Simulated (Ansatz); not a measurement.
Br2HSn, SMILES `[Br][SnH][Br]` radical. Charge 0, multiplicity 2. Sn: def2 effective core potential. The structure was optimised at the PBE0-D4/def2-TZVP level.

```xyz
4

Br   -0.087   -0.257    2.233
Sn    0.241    0.600   -0.081
Br   -1.750   -0.083   -1.411
H     1.596   -0.260   -0.741
```

(1) What is the dipole moment at B3LYP/def2-TZVPP? (Estimate.)

(2) And with PBE, r2SCAN, ωB97M-V? (Best estimate.)

(3) Give the Mulliken charges with B3LYP, PBE, ωB97M-V in def2-TZVPP. (An estimate is asked.)

Results:

(1) Ansatz gave: 2.24 D, with components (1.68, 1.31, -0.70) D in this frame, pointing from negative to positive charge.

(2) Ansatz gave: PBE 2.04 D, r2SCAN 2.23 D, ωB97M-V 2.38 D.

(3) Computed: 
```
atom  B3LYP    PBE  ωB97M-V
 Br1  -0.31  -0.29    -0.29
 Sn2   0.71   0.66     0.63
 Br3  -0.31  -0.29    -0.29
  H4  -0.09  -0.08    -0.05
```

B3LYP here is the variant with VWN-RPA as its local correlation; programs differ in this.
